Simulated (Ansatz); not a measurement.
`[F][Zr]([SH])([SH])[SH]` and `[SH][Zr]([SH])([SH])[Cl]` differ in one atom or group.

Ansatz, PBE0-D4/def2-TZVP geometries, multiplicity 1. Each molecule was computed in one conformer, which needn't be the lowest.

Elements past krypton have def2 core potentials.

| property | `[F][Zr]([SH])([SH])[SH]` |
| --- | --- |
| LUMO energy (B3LYP/def2-TZVPP) / eV | -2.37 |
| HOMO energy (PBE0/def2-TZVPP) / eV | -7.86 |
| LUMO energy (PBE/def2-TZVPP) / eV | -2.96 |
| HOMO–LUMO gap (PBE/def2-TZVPP) / eV | 3.72 |
| HOMO–LUMO gap (B3LYP/def2-TZVPP) / eV | 5.23 |
| LUMO energy (ωB97M-V/def2-TZVPP) / eV | -0.16 |

Question: Give the same properties after the change, and the shifts. (An estimate is asked.)

Answer: Computed: 
```csv
property,`[SH][Zr]([SH])([SH])[Cl]`,shift
LUMO energy (B3LYP/def2-TZVPP) / eV,-2.62,-0.25
HOMO energy (PBE0/def2-TZVPP) / eV,-8.00,-0.14
LUMO energy (PBE/def2-TZVPP) / eV,-3.23,-0.27
HOMO–LUMO gap (PBE/def2-TZVPP) / eV,3.59,-0.13
HOMO–LUMO gap (B3LYP/def2-TZVPP) / eV,5.11,-0.12
LUMO energy (ωB97M-V/def2-TZVPP) / eV,-0.42,-0.26
```

With PBE0 the HOMO falls by 0.14 eV and the LUMO falls by 0.26 eV, so the gap narrows by about 0.12 eV. PBE moves the HOMO by -0.13 eV and ωB97M-V by -0.15 eV.

B3LYP here is the variant with VWN-RPA as its local correlation; programs differ in this.
